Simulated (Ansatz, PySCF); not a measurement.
Molecule: C4F5 (charge 0, doublet). SMILES: F[C]=C(F)C(F)=C(F)F
Coordinates optimised at B3LYP-D3(BJ)/def2-TZVP (Ansatz, an electronic-structure program):
```xyz
9

F      2.4611     0.3029    -1.7882
C      1.2700     0.1724    -1.2897
C      0.8491    -0.4505    -0.2071
F      1.7087    -1.1545     0.5751
C     -0.5319    -0.4324     0.2295
F     -1.1408    -1.6313     0.3513
C     -1.2364     0.6582     0.5197
F     -2.5028     0.6352     0.8631
F     -0.7601     1.8827     0.4972
```
Charge 0, spin multiplicity 2.

Wanted: atomisation energy, in kcal/mol. Terms: 6-311+G** with 5d; 6-31G* and kin with 6d, 5d where marked; frozen cores in correlated levels; atomisation electronic, to ground-state atoms; open shells spin-unrestricted; no dispersion term unless named; non-relativistic; no spin-orbit coupling. First-principles rows: single points at B3LYP-D3(BJ) geometries (Ansatz). A UHF reference is markedly spin-contaminated in at least one set, which strains HF and MP2.

```
level               program  atomisation energy (kcal/mol)
------------------  -------  -----------------------------
HF/3-21G             Ansatz                          518.6
PBE/3-21G            Ansatz                          978.1
PBE/def2-SVP         Ansatz                         1019.4
PBE/6-311+G**        Ansatz                          973.0
B3LYP/STO-3G         Ansatz                          961.3
B3LYP/6-31G*         Ansatz                          924.6
PBE0/6-311+G**       Ansatz                          920.5
M06-2X/6-31G* (5d)    PySCF                          935.5
MP2/6-311+G**        Ansatz                          879.8
B3PW91/6-31G* (5d)    PySCF                          938.0
B3LYP/def2-TZVPD     Ansatz                          911.8
```

No value to compare with is used here. The 10 habitual levels span 518.6 (HF/3-21G) to 1019.4 kcal/mol (PBE/def2-SVP); B3LYP/def2-TZVPD gives 911.8.

The levels are drawn from those run, B3LYP/6-31G* more often than the rest, none by its result; left out are runs that failed, that the program found above a lower state of the same kind, or whose <S^2> lies over 0.5 above the pure value.
